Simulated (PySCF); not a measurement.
C4CoO4, charge +1, multiplicity 1. Atoms are numbered in the order given.

```xyz
9

Co     0.0000     0.0000     0.0000
O      2.1054     2.1054     0.0266
C      1.3086     1.3086     0.0141
O     -2.1054    -2.1054     0.0266
C     -1.3086    -1.3086     0.0141
O      2.1054    -2.1054    -0.0266
C      1.3086    -1.3086    -0.0141
O     -2.1054     2.1054    -0.0266
C     -1.3086     1.3086    -0.0141
```
Charge +1, spin multiplicity 1.

Geometry optimised at B3LYP-D3(BJ)/def2-SVP. The multiplicity is an assumed one; other spin states were not compared. The isomer is the one that the SMILES or the coordinates give; other isomers of the formula were not compared.

Method: PBE0/pcSseg-1 (PySCF).

GIAO shieldings, no solvent; atoms alike by connectivity are averaged. δ = σ(ref) − σ: ¹⁷O against H2O (σ = 334.2 ppm); ¹³C against TMS (σ = 186.3 ppm), references at their B3LYP-D3(BJ)/def2-TZVP geometries, non-relativistic.

Problem. Estimate the chemical shifts. (Estimate from the structure and the level; the computed values follow.)

Solution. 
```
nucleus           atoms  count  δ (ppm)
-------  --------------  -----  -------
¹⁷O      O2, O4, O6, O8      4    474.4
¹³C      C3, C5, C7, C9      4    211.2
```
